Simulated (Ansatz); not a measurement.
Geometry optimisation, RKS PBE-D4/6-31G* in Ansatz.

Input:

```yaml
crystal:
  periodic: [false, false, false]
  atoms:
    - { symbol: Si, position_ang: [0.395022, 0.337589, -0.368944] }
    - { symbol: H, position_ang: [0.04167, -0.257269, 2.217712] }
    - { symbol: O, position_ang: [1.815483, -0.199037, -1.0554] }
    - { symbol: H, position_ang: [1.760577, -1.139018, -1.325167] }
    - { symbol: H, position_ang: [-0.599914, 0.961998, -1.30194] }
    - { symbol: O, position_ang: [-0.27507, -1.06493, 0.264954] }
    - { symbol: H, position_ang: [-1.225635, -1.017143, 0.484547] }
    - { symbol: S, position_ang: [0.936954, 2.003876, 0.884079] }
    - { symbol: H, position_ang: [1.981449, 1.368737, 1.480743] }
    - { symbol: H, position_ang: [0.112062, 0.285997, 2.674617] }
basis:
  gaussian: { orbitals: "6-31G*" }
hamiltonian:
  xc: pbe
  dispersion: d4
relax:
  f_tol: 0.03
  max_steps: 50
```

Run as:

```bash
$ ansatz run input.yaml --threads 1 --pin off --max-ram 2048MiB --backend cpu --events-out ev --progress --plain --runs-dir out
```

Question: Where does it end, and by what steps?

Answer: It converged. The force dipped under the threshold on the way, but the program's further checks kept it going. After 20 steps the energy has fallen by 0.366 eV; H10 moved furthest, 1.14 Å.

| step | energy less start (eV) | largest force component (eV/Å) | accepted |
| --- | --- | --- | --- |
| 0 | 0.0000 | 1.297 | yes |
| 1 | -0.2091 | 0.340 | yes |
| 2 | -0.2806 | 0.120 | yes |
| 3 | -0.3231 | 0.128 | yes |
| 4 | -0.3443 | 0.194 | yes |
| 5 | -0.3526 | 0.108 | yes |
| 6 | -0.3558 | 0.157 | yes |
| 7 | -0.3579 | 0.134 | yes |
| 8 | -0.3536 | 0.503 | no |
| 9 | -0.3613 | 0.046 | yes |
| 10 | -0.3622 | 0.071 | yes |
| 11 | -0.3624 | 0.154 | yes |
| 12 | -0.3637 | 0.058 | yes |
| 13 | -0.3637 | 0.100 | yes |
| 14 | -0.3646 | 0.079 | yes |
| 15 | -0.3649 | 0.043 | yes |
| 16 | -0.3653 | 0.032 | yes |
| 17 | -0.3655 | 0.046 | yes |
| 18 | -0.3655 | 0.036 | yes |
| 19 | -0.3657 | 0.015 | yes |
| 20 | -0.3657 | 0.013 | yes |

```xyz
10
Properties=species:S:1:pos:R:3
Si 0.436 0.430 -0.672
H 0.207 -0.638 2.662
O 1.856 -0.371 -1.008
H 1.755 -1.343 -0.991
H -0.294 0.902 -1.892
O -0.472 -0.680 0.198
H -1.339 -0.350 0.503
S 0.864 2.247 0.383
H 1.572 1.646 1.378
H 0.358 -0.562 3.395
```

Whether the end is a true minimum wasn't checked by a vibrational analysis.

Run time: 63 s on 1 thread of Arm Neoverse V1 (shared host), peak memory 0.12 GiB.
